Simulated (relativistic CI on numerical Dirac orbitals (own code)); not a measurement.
Eu LXII: computed level list

Method of calculation: Dirac-Coulomb-Breit CI, separate exchange-only KLI orbitals for each configuration, model QED, unscaled Slater integrals (own radial code, finite nucleus).

Configurations in the expansion: 1s², 1s2s, 1s2p, 1s3s, 1s3p, 1s3d, 1s4s, 1s4p, 1s4d, 1s4f, 1s5s, 1s5p, 1s5d, 1s5f, 1s5g, 1s6s, 1s6p, 1s6d, 2s². Levels of other configurations are missing.

```tsv
No.	Configuration	Term	J	E (10³ cm⁻¹)	%	Lifetime (s)	jj configuration (%)
1	1s²	¹S	0	0	100		closed (100)
2	1s2s	³S	1	336510	100	5.25e-13	1s 2s (100)
3	1s2p	³P°	1	337267	69	1.65e-16	1s 2p1/2 (100)
4	1s2p	³P°	0	337405	100		1s 2p1/2 (100)
5	1s2s	¹S	0	337408	100		1s 2s (100)
6	1s2p	³P°	2	343445	100	9.53e-14	1s 2p3/2 (100)
7	1s2p	¹P°	1	343782	69	8.16e-17	1s 2p3/2 (100)
8	1s3s	³S	1	400746	100	6.82e-15	1s 3s (100)
9	1s3p	³P°	1	400950	69	5.20e-16	1s 3p1/2 (100)
10	1s3s	¹S	0	400985	100	7.02e-15	1s 3s (100)
11	1s3p	³P°	0	400987	100	2.60e-15	1s 3p1/2 (100)
12	1s3p	³P°	2	402788	100	3.24e-15	1s 3p3/2 (100)
13	1s3d	³D	2	402862	60	9.46e-16	1s 3d3/2 (100)
14	1s3d	³D	1	402882	100	9.70e-16	1s 3d3/2 (100)
15	1s3p	¹P°	1	402886	69	2.68e-16	1s 3p3/2 (100)
16	1s3d	³D	3	403417	100	1.05e-15	1s 3d5/2 (100)
17	1s3d	¹D	2	403433	60	1.02e-15	1s 3d5/2 (100)
18	1s4s	³S	1	422876	100	1.02e-14	1s 4s (100)
19	1s4p	³P°	1	422959	69	1.20e-15	1s 4p1/2 (100)
20	1s4s	¹S	0	422974	100	1.02e-14	1s 4s (100)
21	1s4p	³P°	0	422974	100	4.48e-15	1s 4p1/2 (100)
22	1s4p	³P°	2	423731	100	5.40e-15	1s 4p3/2 (100)
23	1s4d	³D	2	423762	60	2.17e-15	1s 4d3/2 (100)
24	1s4d	³D	1	423770	100	2.23e-15	1s 4d3/2 (100)
25	1s4p	¹P°	1	423772	69	6.29e-16	1s 4p3/2 (100)
26	1s4d	³D	3	423997	100	2.43e-15	1s 4d5/2 (100)
27	1s4f	³F°	3	423999	57	4.71e-15	1s 4f5/2 (100)
28	1s4f	³F°	2	424003	100	4.71e-15	1s 4f5/2 (100)
29	1s4d	¹D	2	424004	60	2.33e-15	1s 4d5/2 (100)
30	1s4f	³F°	4	424114	100	4.83e-15	1s 4f7/2 (100)
31	1s4f	¹F°	3	424117	57	4.83e-15	1s 4f7/2 (100)
32	1s5s	³S	1	432990	100	1.62e-14	1s 5s (100)
33	1s5p	³P°	1	433032	69	2.31e-15	1s 5p1/2 (100)
34	1s5s	¹S	0	433039	100	1.59e-14	1s 5s (100)
35	1s5p	³P°	0	433039	100	7.69e-15	1s 5p1/2 (100)
36	1s5p	³P°	2	433425	100	9.11e-15	1s 5p3/2 (100)
37	1s5d	³D	2	433440	60	4.13e-15	1s 5d3/2 (100)
38	1s5d	³D	1	433445	100	4.27e-15	1s 5d3/2 (100)
39	1s5p	¹P°	1	433445	69	1.22e-15	1s 5p3/2 (100)
40	1s5d	³D	3	433561	100	4.67e-15	1s 5d5/2 (100)
41	1s5f	³F°	3	433562	57	9.03e-15	1s 5f5/2 (100)
42	1s5f	³F°	2	433564	100	9.04e-15	1s 5f5/2 (100)
43	1s5d	¹D	2	433564	60	4.45e-15	1s 5d5/2 (100)
44	1s5f	³F°	4	433621	100	9.28e-15	1s 5f7/2 (100)
45	1s5g	³G	4	433621	55	1.56e-14	1s 5g7/2 (100)
```

Energies count from the lowest computed level; ° marks odd parity; lifetimes are radiative, by E1, M1, E2, M2 decay to levels of this space only; some are left blank where a channel outside the calculation adds to the decay or the decay crosses a small, uncertain gap. Filled j subshells are mostly left out of the jj labels.

The mean weight of the leading LS term, summed over parents, in these 45 levels is 85 %, and that of the leading jj configuration (from the same eigenvectors) 100 %, so jj coupling describes them better and the LS labels are nominal.

At this charge energies of transitions that change n are usually good to better than 1 %, and those within a shell (Δn = 0) to a few per cent.

LS names give the leading component of a level, which can be under half, so a name can repeat, a term be missing and a line seem to break the LS rules.
